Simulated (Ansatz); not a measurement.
A CCSD(T) single point on CH₈SSiSn, SMILES `[SiH3][CH2][SnH2][SH]`.

```yaml
crystal:
  periodic: [false, false, false]
  atoms:
    - {symbol: Si, position_ang: [-0.892232, 1.498871, 0.075742]}
    - {symbol: C, position_ang: [-0.152654, 0.112334, 1.088999]}
    - {symbol: Sn, position_ang: [1.155995, -1.181127, -0.013929]}
    - {symbol: S, position_ang: [0.600368, -1.094775, -2.357888]}
    - {symbol: H, position_ang: [-1.852739, 0.959486, -0.920702]}
    - {symbol: H, position_ang: [-1.622381, 2.449507, 0.960376]}
    - {symbol: H, position_ang: [0.175745, 2.249404, -0.636076]}
    - {symbol: H, position_ang: [0.434623, 0.524724, 1.914505]}
    - {symbol: H, position_ang: [-0.944882, -0.502399, 1.523598]}
    - {symbol: H, position_ang: [2.766992, -0.627202, 0.055824]}
    - {symbol: H, position_ang: [1.019707, -2.795809, 0.530704]}
    - {symbol: H, position_ang: [-0.611540, -1.648414, -2.187053]}
basis:
  gaussian: {orbitals: def2-TZVPP}
correlation: {method: ccsd_t}
```

```sh
$ ansatz run in.yaml --threads 4 --pin off --events-out ev --progress --plain --max-ram 10444MiB
```

Log, shortened:

```
Functional definition: HF
1734 factors; integrals over basis functions are off by at most 1.0e-3 eV
mean field evaluation 1: about -25640.6418 eV, gradient 3.0e1 eV
mean field evaluation 2: about -25640.8622 eV, gradient 3.0e1 eV
mean field evaluation 4: about -25643.7698 eV, gradient 3.6e0 eV
mean field evaluation 8: about -25643.8277 eV, gradient 2.6e-1 eV
mean field -25643.82811849 eV, -942.3933013436 hartree, gradient 2.7e-6 eV, S^2 0.000000; 0 other end points of the search recorded, 0 dependent functions left out
15 core orbitals not correlated: weight in the atoms' cores, before any rotation towards them, 1.000 or more for the frozen orbitals, at most 0.000 for the correlated occupied ones
reference -25643.82811849 eV, -942.3933013436 hartree; 18, 18 occupied and 244, 244 virtual orbitals, 1734 factors
second order -22.36894108 eV of doubles, -0.00000000 eV of singles
cycle   1  -23.09059044 eV  change   -7.2e-1 eV  update   1.1e-1
cycle   2  -23.74766953 eV  change   -6.6e-1 eV  update   3.2e-2
cycle   3  -23.83360428 eV  change   -8.6e-2 eV  update   1.4e-2
cycle   4  -23.82370121 eV  change    9.9e-3 eV  update   3.5e-3
cycle   5  -23.82247740 eV  change    1.2e-3 eV  update   1.4e-3
cycle   6  -23.82242743 eV  change    5.0e-5 eV  update   3.8e-4
cycle   7  -23.82227666 eV  change    1.5e-4 eV  update   1.3e-4
cycle   8  -23.82230531 eV  change   -2.9e-5 eV  update   4.4e-5
perturbative correction -0.87049220 eV, -0.0319899983 hartree
Total energy: -25668.52091600 eV, -943.3007449148 hartree
```

It took 3.6 min on 4 threads of an Arm Neoverse V2 on a shared host, with 7.7 GiB of host memory at the peak.

MP2 recovers 90.6 % of the CCSD(T) correlation energy and the triples give 3.5 %; T1 = 0.0120.
